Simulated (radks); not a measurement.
Results of a calculation; reference values are marked as such.
Question: Neutral titanium, configuration [Ar] 3d2 4s2. Code: a radial shooting solver on a logarithmic mesh with Libxc functionals. Model: Dirac Kohn-Sham, PBEsol, spin-unpolarised, spherical densities, finite nucleus; open shells are shared between the two j in proportion to 2j + 1; Fermi nuclear charge, rms radius 3.5921 fm.

Spin-orbit splittings of the eigenvalues, e(l+1/2) - e(l-1/2), with zeta = 2 splitting/(2l+1) and mean radii in bohr:

| shell | occ. | splitting (eV) | zeta (eV) | <r> j=l-1/2 | <r> j=l+1/2 |
|---|---|---|---|---|---|
| 2p | 6 | 5.762 | 3.841 | 0.2883 | 0.2910 |
| 3p | 6 | 0.6594 | 0.4396 | 1.081 | 1.090 |
| 3d | 2 | ? | ? | 1.613 | 1.620 |

Estimate the 3d splitting.

Answer: 0.04623 eV (zeta = 0.01849 eV).
